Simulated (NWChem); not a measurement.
Program: NWChem. System: trisilane (H8Si3), charge 0, spin multiplicity 1, at a geometry optimised with B3LYP/def2-SVP. Level: LDA (SVWN5)/def2-TZVP.

NWChem printed:

```
             Northwest Computational Chemistry Package (NWChem) 7.3.0
             --------------------------------------------------------

                                NWChem Input Module
                                -------------------

 Scaling coordinates for geometry "geometry" by  1.889725989
 (inverse scale =  0.529177249)

 Turning off AUTOSYM since
 SYMMETRY directive was detected!

                             Geometry "geometry" -> ""
                             -------------------------

 Output coordinates in angstroms (scale by  1.889725989 to convert to a.u.)

  No.       Tag          Charge          X              Y              Z
 ---- ---------------- ---------- -------------- -------------- --------------
    1 Si                  14.0000     0.08836400    -1.95134300     0.42301100
    2 Si                  14.0000     0.00000000     0.00000000    -0.89949300
    3 Si                  14.0000    -0.08836400     1.95134300     0.42301100
    4 H                    1.0000     0.13707600    -3.17207400    -0.43518100
    5 H                    1.0000     1.30387300    -1.92661500     1.28992100
    6 H                    1.0000    -1.11785400    -2.03019000     1.29962000
    7 H                    1.0000    -1.20778800    -0.05451400    -1.78006500
    8 H                    1.0000     1.20778800     0.05451400    -1.78006500
    9 H                    1.0000     1.11785400     2.03019000     1.29962000
   10 H                    1.0000    -1.30387300     1.92661500     1.28992100
   11 H                    1.0000    -0.13707600     3.17207400    -0.43518100

 Effective nuclear repulsion energy (a.u.)     191.3856188051

            Nuclear Dipole moment (a.u.)
            ----------------------------
        X                 Y               Z
 ---------------- ---------------- ----------------
     0.0000000000     0.0000000000    -0.0000075589

      Symmetry information
      --------------------

 Group name             C2
 Group number              4
 Group order               2
 No. of unique centers     6

      Symmetry unique atoms

     1    2    4    5    6    7


 Summary of "ao basis" -> "" (spherical)
 ------------------------------------------------------------------------------
       Tag                 Description            Shells   Functions and Types
 ---------------- ------------------------------  ------  ---------------------
 *                         def2-tzvp                  on all atoms

                                 NWChem DFT Module
                                 -----------------

 Summary of "ao basis" -> "ao basis" (spherical)
 ------------------------------------------------------------------------------
       Tag                 Description            Shells   Functions and Types
 ---------------- ------------------------------  ------  ---------------------
 Si                        def2-tzvp                13       37   5s5p2d1f
 H                         def2-tzvp                 4        6   3s1p

 Summary of "ao basis" -> "ao basis" (spherical)
 ------------------------------------------------------------------------------
       Tag                 Description            Shells   Functions and Types
 ---------------- ------------------------------  ------  ---------------------
 Si                        def2-tzvp                13       37   5s5p2d1f
 H                         def2-tzvp                 4        6   3s1p

      Symmetry analysis of basis
      --------------------------

        a          80
        b          79

            General Information
            -------------------
          SCF calculation type: DFT
          Wavefunction type:  closed shell.
          No. of atoms     :    11
          No. of electrons :    50
           Alpha electrons :    25
            Beta electrons :    25
          Charge           :     0
          Spin multiplicity:     1
          Use of symmetry is: on ; symmetry adaption is: on
          Maximum number of iterations: 100
          AO basis - number of functions:   159
                     number of shells:    71
          Convergence on energy requested:  1.00D-06
          Convergence on density requested:  1.00D-05
[...]
     1 a           2 b           3 a           4 a           5 b
     6 a           7 b           8 a           9 b          10 a
    11 b          12 b          13 a          14 a          15 b
    16 a          17 b          18 a          19 b          20 a
    21 b          22 a          23 b          24 a          25 b
    26 a          27 a          28 b          29 b          30 a
    31 a          32 a          33 b          34 b          35 b

------------------------------------------------------------
EAF file 0: "./mol.aoints.0" size=524288 bytes
------------------------------------------------------------
               write      read    awrite     aread      wait
               -----      ----    ------     -----      ----
     calls:        1         0         0         0         0
   data(b): 5.24e+05  0.00e+00  0.00e+00  0.00e+00
   time(s): 0.00e+00  0.00e+00  0.00e+00  0.00e+00  0.00e+00
rate(mb/s): 0.00e+00  0.00e+00
------------------------------------------------------------

   convergence    iter        energy       DeltaE   RMS-Dens  Diis-err    time
 ---------------- ----- ----------------- --------- --------- ---------  ------
 d= 0,ls=0.0,diis     1   -869.6932080552 -1.06D+03  7.81D-03  1.74D+00     1.9
 d= 0,ls=0.0,diis     2   -869.7279790273 -3.48D-02  3.27D-03  7.81D-02     2.2
 d= 0,ls=0.0,diis     3   -869.7224836081  5.50D-03  1.66D-03  1.10D-01     2.5
 d= 0,ls=0.0,diis     4   -869.7441092595 -2.16D-02  1.81D-04  1.31D-03     2.8
 d= 0,ls=0.0,diis     5   -869.7442408588 -1.32D-04  5.39D-05  1.58D-04     3.2
  Resetting Diis
 d= 0,ls=0.0,diis     6   -869.7442640149 -2.32D-05  5.44D-06  5.32D-07     3.5
 d= 0,ls=0.0,diis     7   -869.7442640573 -4.24D-08  4.80D-06  2.06D-07     3.8

         Total DFT energy =     -869.744264057328
      One electron energy =    -1589.986874605831
           Coulomb energy =      590.863134684493
    Exchange-Corr. energy =      -62.006142941118
 Nuclear repulsion energy =      191.385618805128

 Numeric. integr. density =       50.000010462735

     Total iterative time =      3.5s

                  Occupations of the irreducible representations
                  ----------------------------------------------

                     irrep           alpha         beta
                     --------     --------     --------
                     a                13.0         13.0
                     b                12.0         12.0

                       DFT Final Molecular Orbital Analysis
                       ------------------------------------

 Vector   23  Occ=2.000000D+00  E=-3.001322D-01  Symmetry=b
              MO Center=  1.4D-14,  7.2D-15, -2.5D-01, r^2= 5.9D+00
   Bfn.  Coefficient  Atom+Function         Bfn.  Coefficient  Atom+Function
  ----- ------------  ---------------      ----- ------------  ---------------
    52      0.206504   2 Si px              131     -0.165245   7 H  s
   137      0.165245   8 H  s                15     -0.140942   1 Si px
    89     -0.140942   3 Si px              132     -0.118702   7 H  s
   138      0.118702   8 H  s               119     -0.116089   5 H  s
   149      0.116089  10 H  s               125      0.115332   6 H  s

 Vector   24  Occ=2.000000D+00  E=-2.771433D-01  Symmetry=a
              MO Center= -5.7D-15, -1.6D-14, -2.8D-01, r^2= 4.6D+00
   Bfn.  Coefficient  Atom+Function         Bfn.  Coefficient  Atom+Function
  ----- ------------  ---------------      ----- ------------  ---------------
    54      0.286612   2 Si pz               17     -0.150742   1 Si pz
    91     -0.150742   3 Si pz              131     -0.131544   7 H  s
   137     -0.131544   8 H  s                45     -0.119362   2 Si pz
    57      0.118620   2 Si pz               51      0.114293   2 Si pz
   132     -0.113801   7 H  s               138     -0.113801   8 H  s

 Vector   25  Occ=2.000000D+00  E=-2.589094D-01  Symmetry=b
              MO Center=  3.1D-15, -5.1D-14, -2.1D-01, r^2= 4.8D+00
   Bfn.  Coefficient  Atom+Function         Bfn.  Coefficient  Atom+Function
  ----- ------------  ---------------      ----- ------------  ---------------
    53      0.314658   2 Si py               16     -0.214490   1 Si py
    90     -0.214490   3 Si py               56      0.137431   2 Si py
    44     -0.124708   2 Si py               17      0.117186   1 Si pz
    50      0.117535   2 Si py               91     -0.117186   3 Si pz
    19     -0.105914   1 Si py               93     -0.105914   3 Si py

 Vector   26  Occ=0.000000D+00  E=-4.531557D-02  Symmetry=a
              MO Center= -2.3D-14,  2.2D-13, -1.5D-02, r^2= 6.6D+00
   Bfn.  Coefficient  Atom+Function         Bfn.  Coefficient  Atom+Function
  ----- ------------  ---------------      ----- ------------  ---------------
   114      0.541025   4 H  s               156      0.541025  11 H  s
    20      0.512188   1 Si pz               94      0.512188   3 Si pz
    42      0.448409   2 Si s                 5     -0.444423   1 Si s
    79     -0.444423   3 Si s                57      0.351319   2 Si pz
    17      0.183549   1 Si pz               54      0.183985   2 Si pz

 Vector   27  Occ=0.000000D+00  E=-3.304061D-02  Symmetry=b
              MO Center= -6.5D-14,  9.9D-13, -2.9D-01, r^2= 5.0D+00
   Bfn.  Coefficient  Atom+Function         Bfn.  Coefficient  Atom+Function
  ----- ------------  ---------------      ----- ------------  ---------------
    55      0.782409   2 Si px              132      0.678350   7 H  s
   138     -0.678350   8 H  s               120     -0.291219   5 H  s
   150      0.291219  10 H  s               126      0.288418   6 H  s
   144     -0.288418   9 H  s                18      0.214726   1 Si px
    92      0.214726   3 Si px               52      0.207224   2 Si px

 Vector   28  Occ=0.000000D+00  E=-2.574113D-02  Symmetry=b
              MO Center= -2.0D-13,  4.4D-12, -3.2D-01, r^2= 7.3D+00
   Bfn.  Coefficient  Atom+Function         Bfn.  Coefficient  Atom+Function
  ----- ------------  ---------------      ----- ------------  ---------------
    56      1.263429   2 Si py                5      1.171797   1 Si s
    79     -1.171797   3 Si s                19      0.585193   1 Si py
    93      0.585193   3 Si py              126     -0.309417   6 H  s
   144      0.309417   9 H  s               120     -0.304136   5 H  s
   150      0.304136  10 H  s                53      0.300061   2 Si py

 center of mass
 --------------
 x =   0.00000000 y =   0.00000000 z =  -0.01523201

 moments of inertia (a.u.)
 ------------------
        1054.549184772726          38.855922647363           0.000000000000
          38.855922647363         198.299787465736          -0.000000000000
           0.000000000000          -0.000000000000         923.104241381201

     Multipole analysis of the density
     ---------------------------------

     L   x y z        total         alpha         beta         nuclear
     -   - - -        -----         -----         ----         -------
     0   0 0 0      0.000000    -25.000000    -25.000000     50.000000

     1   1 0 0     -0.000000     -0.000000     -0.000000      0.000000
     1   0 1 0      0.000000      0.000000      0.000000      0.000000
     1   0 0 1     -0.018008     -0.009000     -0.009000     -0.000008

     2   2 0 0    -34.125888    -33.263216    -33.263216     32.400544
     2   1 1 0      0.028624     10.818845     10.818845    -21.609065
     2   1 0 1     -0.000000     -0.000000     -0.000000     -0.000000
     2   0 2 0    -34.753189   -271.660996   -271.660996    508.568804
     2   0 1 1      0.000000      0.000000      0.000000      0.000000
     2   0 0 2    -34.584834    -70.428683    -70.428683    106.272532

 Task  times  cpu:        3.9s     wall:        3.9s

 Total times  cpu:        3.9s     wall:        3.9s
```

**Question.** Write an NWChem input that would produce this output.

**Answer.** This is not unique; one that fits is 
```
start mol
memory heap 200 mb stack 900 mb global 1100 mb
geometry units angstroms nocenter noautoz
  Si     0.088364    -1.951343     0.423011
  Si     0.000000     0.000000    -0.899493
  Si    -0.088364     1.951343     0.423011
  H      0.137076    -3.172074    -0.435181
  H      1.303873    -1.926615     1.289921
  H     -1.117854    -2.030190     1.299620
  H     -1.207788    -0.054514    -1.780065
  H      1.207788     0.054514    -1.780065
  H      1.117854     2.030190     1.299620
  H     -1.303873     1.926615     1.289921
  H     -0.137076     3.172074    -0.435181
  symmetry group C2
end
basis spherical
  * library def2-tzvp
end
dft
  xc slater vwn_5
  semidirect memsize 60000000 filesize 0
  iterations 100
end
task dft energy
```
